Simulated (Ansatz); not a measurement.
Cost and result up the ladder for B5Cl3 (8 atoms). Total charge 0; singlet. Geometry: B3LYP-D4/def2-SVP.

```xyz
8

B    -1.414    0.199    0.592
B    -0.627   -1.048    1.049
B     0.150    0.005   -0.085
B     0.756   -1.593    0.715
B    -1.316    1.420   -0.302
Cl    2.250   -2.382    0.495
Cl   -1.241    2.793   -1.289
Cl    1.441    0.605   -1.175
```

Ansatz on 4 threads of Arm Neoverse V1 on a shared host. Times are rough, and most runs start from the orbitals of an earlier one. ωB97X-V/def2-TZVP serves as the yardstick here, not as an exact answer. Differences are given only for rows in sets of like size (and for xTB, whose basis is part of the method), since another set adds its own error. Binding counts from free atoms at the same level (B doublet, Cl doublet; other spins of the atoms weren't run), without zero-point energy or a counterpoise term.

LC-ωPBE has ω = 0.4 bohr⁻¹. Correlated methods freeze 20 core orbitals. The rows differ in basis, and correlated rows in double-zeta sets carry the largest basis error. Another isomer (singlet) lies 0.52 eV lower at PBE0-D4/def2-TZVP; other spin states weren't run for this one.

Correlated methods converge slowly with the basis, most of all in double-zeta sets.

```csv
level,functions,binding energy per atom (eV),difference from ωB97X-V/def2-TZVP (eV)
LC-ωPBE/def2-TZVP,266,4.06,0.03
r2SCAN-D4/def2-TZVP,266,4.22,0.19
PBE0-D4/def2-SVP,124,4.28,–
HF/STO-3G,52,3.89,–
CCSD(T)/def2-SVP,124,3.83,–
ωB97X-V/def2-TZVP,266,4.02,0.00
CAM-B3LYP-D4/def2-TZVP,266,4.00,-0.03
PBE-D4/def2-SVP,124,4.40,–
MP2/def2-TZVP,266,4.15,0.13
PBE0-D4/def2-TZVP,266,4.21,0.18
PBE-D4/def2-TZVP (with forces),266,4.32,0.30
```

**Question.** Estimate how long each takes.

**Answer.** HF/STO-3G 0.2 s; PBE-D4/def2-SVP 1.4 s; PBE0-D4/def2-SVP 1.9 s; PBE-D4/def2-TZVP (with forces) 4.2 s; LC-ωPBE/def2-TZVP 4.7 s; MP2/def2-TZVP 5.5 s; r2SCAN-D4/def2-TZVP 7 s; CAM-B3LYP-D4/def2-TZVP 7 s; PBE0-D4/def2-TZVP 7.5 s; CCSD(T)/def2-SVP 11 s; ωB97X-V/def2-TZVP 13 s. On shared hardware such times vary by a factor of up to 3.
